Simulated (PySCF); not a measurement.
## Vibration and rotation of SrIn⁺

RHF-CCSD(T) constants of SrIn⁺, ¹Σ⁺ (singlet), closed shell (basis Sr def2-SVPD with ECP28, In def2-SVPD with ECP28; scalar-relativistic core potentials; PySCF 2.14; masses 87.9056 and 114.9039 u):

* ωe: 80.2 cm⁻¹
* ωexe: 0.192 cm⁻¹
* Be: 0.023349 cm⁻¹
* αe: 8.35e-05 cm⁻¹
* D (centrifugal): 7.92e-09 cm⁻¹
* De to Sr⁺ + In: 1.36 eV

Task: Estimate the standard entropy (1 bar) and heat capacity of the ideal gas at 1500 K, rigid rotor with B0 and harmonic oscillator at the fundamental.

Result: Translation (Sackur–Tetrode, M = 202.81 u): 208.7 J/(mol K). Rotation: q = kT/(σB0) = 44700 with σ = 1, 97.3. Vibration: x = hcν0/kT = 0.0766, 29.68. S° = 335.7 J/(mol K); Cp = 7R/2 + 8.31 = 37.4 J/(mol K).

Correlated steps freeze 4 core orbitals. Correlated levels converge slowly with the basis: in double zeta they bind strong bonds too weakly, by up to about 1 eV, and carry superposition errors of some tenths. These are scalar-relativistic numbers at best; spin–orbit coupling would shift them, the dissociation energy most. For an ion De counts to the pair picked by the measured ionisation energies or electron affinities, which need not be the lowest pair at this level. Where the molecule has an RHF reference, its open-shell atoms are computed with UHF.
